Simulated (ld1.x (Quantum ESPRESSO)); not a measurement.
**Sb (Z = 51), PAW: configuration errors across variants**

| Property | Result |
| --- | --- |
| Element | antimony |
| Generator | ld1.x (Quantum ESPRESSO) 7.5 |
| Type | PAW |
| Functional | PBEsol |
| Relativity | scalar-relativistic |
| Frozen core | [Ar] 3d10 |
| Valence charge | 23 |
| Reference configuration | 4s2 4p6 4d10 5s2 5p3 |
| Partial waves | 4s (bound): rcut 1.00, rcutus 1.30 bohr; 5s (bound): rcut 1.00, rcutus 1.30 bohr; 4p (bound): rcut 1.35, rcutus 1.50 bohr; 5p (bound): rcut 1.35, rcutus 1.50 bohr; 4d (bound): rcut 1.40, rcutus 1.55 bohr; 4d channel at -0.4 Ry: rcut 1.40, rcutus 1.55 bohr |
| Local potential | all-electron potential smoothed inside 1.20 bohr (lloc = -2) |
| Core correction | Bessel-smoothed model core inside 0.60 bohr |
| Augmentation charge | PSQ, inside the norm-conserving radii |

All-electron excitation energies from the reference (eV): (1) 4s2 4p6 4d10 5s2 5p2 8.344; (2) 4s2 4p6 4d10 5s2 5p1 24.356; (3) 4s2 4p6 4d10 5s2 5p0 48.800; (4) 4s1 4p6 4d10 5s2 5p3 157.240; (5) 4s2 4p6 4d10 5s0 5p5 16.494; (6) 4s2 4p6 4d10 5s2 5p2.5 3.273; (7) 4s2 4p6 4d9 5s2 5p3 40.683.

On the changes marked as counting shells twice: ld1.x takes every shell without a wave as core, so the model core holds the marked electrons as well and exchange and correlation see them twice. This cancels in the reference configuration, but the file is broken for other ones, and its errors say nothing about a proper core correction.

The overlap operator is not positive definite (basis up to 400 Ry) in “all radii but the core radius scaled by about 0.94 (s 1.22, p 1.42, d 1.46 bohr, rcut 0.94/1.26/1.32); local potential all-electron potential smoothed inside 1.12 bohr (lloc = -2)”. Such files are unfit for use, however small their errors in these radial tests.

3 further variants failed, have other tests or too few solved ones, and are left out.

The file “type RRKJ; waves now 4s (bound): rc 1.30 bohr; 4p (bound): rc 1.50 bohr; 4d (bound): rc 1.55 bohr; local potential the d channel (5p, 5s counted twice)” misses its own reference levels by 2.5 eV.

Errors AE − PS in meV (a dash: test not solved or not reliable):

```csv
change,(1),(2),(3),(4),(5),(6),(7),bound ghosts
base,-1.2,-0.5,+8.4,+109,+24,-0.6,+223,none
"wave 4d channel at -0.4 Ry: rcut 1.40, rcutus 1.55 bohr becomes 4d channel at -0.02 Ry: rcut 1.40, rcutus 1.55 bohr",-1.1,-0.4,+8.6,+126,+24,-0.6,+226,none
"type RRKJ; waves now 4s (bound): rc 1.30 bohr; 4p (bound): rc 1.50 bohr; 4d (bound): rc 1.55 bohr; local potential the d channel (5p, 5s counted twice)",-274,-960,-2162,+38,-5663,-91,+52,none
core correction Bessel-smoothed model core inside 0.90 bohr,-1.2,-1.7,+3.1,+84,+19,-0.6,+181,none
"waves 4d (bound): rcut 1.40, rcutus 1.86 bohr; 4d channel at -0.4 Ry: rcut 1.40, rcutus 1.86 bohr",-0.9,+1.7,+18,–,–,–,–,none
"waves 4s (bound): rcut 1.00, rcutus 1.18 bohr; 5s (bound): rcut 1.00, rcutus 1.18 bohr",-1.1,-0.5,+9.3,+64,+5.5,-0.5,+197,none
"waves 4p (bound): rcut 1.22, rcutus 1.30 bohr; 5p (bound): rcut 1.22, rcutus 1.30 bohr",-1.4,-4.3,-8.4,-5.3,-0.2,-0.6,+93,none
local potential all-electron potential smoothed inside 1.80 bohr (lloc = -2),-1.5,-2.9,-0.7,–,–,–,–,none
"all radii but the core radius scaled by about 0.94 (s 1.22, p 1.42, d 1.46 bohr, rcut 0.94/1.26/1.32); local potential all-electron potential smoothed inside 1.12 bohr (lloc = -2)",-0.3,+4.0,+22,+28,+55,-0.4,+106,not determined (overlap not positive)
```

(1) Give the same row for: local potential all-electron potential smoothed inside 1.35 bohr (lloc = -2).

## Answers

(1) -1.5, -2.8, -1.1, +1.0, +16, -0.6, +85; bound ghosts: none.
